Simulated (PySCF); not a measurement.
# C³⁺ (carbon, charge +3) across methods

[He] 2s1, 2S determinant. All numbers are calculated (PySCF 2.14, the non-relativistic Hamiltonian (point nucleus), in def2-TZVPPD (6s3p3d1f, 37 functions)).

| method | E (hartree) | mean ε 1s α (eV) | mean ε 1s β (eV) | mean ε 2s α (eV) | Σ⟨r²⟩ (bohr²) | ⟨S²⟩ |
| --- | --- | --- | --- | --- | --- | --- |
| PW91 | -34.7518 | -332.41 | -331.32 | -57.743 | 2.095 | 0.750 |
| M06-L | -34.7928 | -335.95 | -335.21 | -57.857 | 2.076 | 0.750 |
| PBE | -34.7280 | -332.01 | -330.92 | -57.669 | 2.094 | 0.750 |
| PBE0 | -34.7412 | -341.22 | -339.84 | -59.452 | 2.095 | 0.750 |
| B3LYP | -34.7800 | -339.83 | -338.65 | -59.121 | 2.085 | 0.750 |
| r2SCANh | -34.7731 | -339.08 | -338.06 | -58.659 | 2.097 | 0.750 |
| LDA | -34.4031 | -329.29 | -328.20 | -57.246 | 2.107 | 0.750 |
| UHF | -34.72506 | -368.05 | -365.74 | -64.342 | 2.107 | 0.750 |
| r2SCAN | -34.7725 | -335.80 | -334.91 | -58.000 | 2.097 | 0.750 |
